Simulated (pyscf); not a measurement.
H₃C–N(CH₃)–Al(CH₃)–OH, singlet

Gas-phase minimum from PySCF at ωB97X-D3(BJ)/def2-SVP, one conformer. 

```xyz
16

C      0.8779    -1.3607    -1.8104
N      0.3619    -0.5001    -0.7687
C      1.3970     0.0035     0.1094
Al    -1.3629    -0.0844    -0.5612
C     -1.9574     1.0831     0.8776
O     -2.5243    -0.7156    -1.6446
H      0.0620    -1.7221    -2.4572
H      1.6082    -0.8372    -2.4605
H      1.3927    -2.2525    -1.3982
H      0.9674     0.6540     0.8887
H      2.1543     0.5999    -0.4393
H      1.9412    -0.8148     0.6236
H     -3.0547     1.1796     0.8838
H     -1.5340     2.0971     0.7760
H     -1.6474     0.7056     1.8669
H     -2.3952    -1.2906    -2.3994
```

Bond lengths (Å): C1–N2 1.446, C1–H7 1.102, C1–H8 1.109, C1–H9 1.109, N2–C3 1.448, N2–Al4 1.786, C3–H10 1.102, C3–H11 1.109, C3–H12 1.109, Al4–C5 1.946, Al4–O6 1.709, C5–H13 1.102, C5–H14 1.104, C5–H15 1.103 (the first ones only). Angles (°): N2–C1–H7 110.7, N2–C1–H8 112.1, N2–C1–H9 112.1, H7–C1–H8 107.3, H7–C1–H9 107.3, H8–C1–H9 107.0, C1–N2–C3 112.9, C1–N2–Al4 124.5, C3–N2–Al4 122.6, N2–C3–H10 110.8, N2–C3–H11 112.0, N2–C3–H12 112.0, H10–C3–H11 107.4, H10–C3–H12 107.4 (the first ones only).

Properties at ωB97X-D3(BJ)/def2-SVP:

* **Harmonic wavenumbers, unscaled**: 51, 67, 131, 151, 194, 224, 235, 283, 286, 333, 350, 520, 568, 664, 672, 741, 890, 1039, 1098, 1121, 1178, 1233, 1267, 1330, 1439, 1442, 1443, 1464, 1471, 1471, 1495, 1514, 2991, 2997, 3047, 3056, 3059, 3132, 3135, 3149, 3167, 4008 cm⁻¹
* **Zero-point energy**: 83.1 kcal/mol
* **Rotational symmetry number**: 1
* **Entropy of this conformer at 298 K and 1 atm, rigid rotor and harmonic oscillator, modes under 100 cm⁻¹ raised to 100**: 394.0 J/(mol K)
* **Dipole moment**: 1.40 D

Single-point totals, which compare only within one level:

```csv
level,total energy (hartree)
ωB97X-D3(BJ)/def2-TZVP,-493.07169
PBE/def2-TZVP,-492.48122
r²SCAN/def2-TZVP,-492.77002
B3LYP-D3(BJ)/def2-TZVP,-492.99507
PBE0-D3(BJ)/def2-TZVP,-492.54038
M06-2X/def2-TZVP,-492.81226
ωB97M-D3(BJ)/def2-TZVP,-493.04474
```

Soft torsions are taken as harmonic, which can shift the entropy by several J/(mol K).
